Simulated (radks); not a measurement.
The numbers below are computed, except where a source is named.
Question: The mean radii <r> (bohr) of the occupied orbitals of an atom or ion are listed with their occupations. Level of theory: scalar-relativistic Kohn-Sham, PBE, spin-polarised, spherical densities, finite nucleus; Fermi nuclear charge, rms radius of each element as measured or else 0.836 A^(1/3) + 0.57 fm (a radial shooting solver on a logarithmic mesh with Libxc functionals).

orbital  occ.      <r>
1s down     1  0.02457
1s up       1  0.02457
2s down     1   0.1052
2s up       1   0.1052
2p down     3  0.09236
2p up       3  0.09236
3s up       1   0.2786
3s down     1   0.2786
3p up       3   0.2767
3p down     3   0.2766
3d up       5   0.2536
3d down     5   0.2535
4s up       1   0.6387
4s down     1   0.6385
4p up       3   0.6770
4p down     3   0.6767
4d up       5   0.7496
4d down     5   0.7494
5s up       1    1.540
5s down     1    1.548
5p up       3    1.787
5p down     3    1.800
4f up       2    1.209

Name the element and its charge. Open shells, if any, are filled with parallel spins first.

Answer: Z = 58, cerium, charge +2: Ce2+ in [Xe] 4f2. The 1s radius gives Z: for a bare nucleus <r> = (2 gamma + 1)/(2Z) with gamma = sqrt(1 - (Z/c)^2), 0.02424 bohr for Z = 58, and screening makes it slightly larger (0.02457 here). The occupations add up to 56, and the charge is Z minus that.
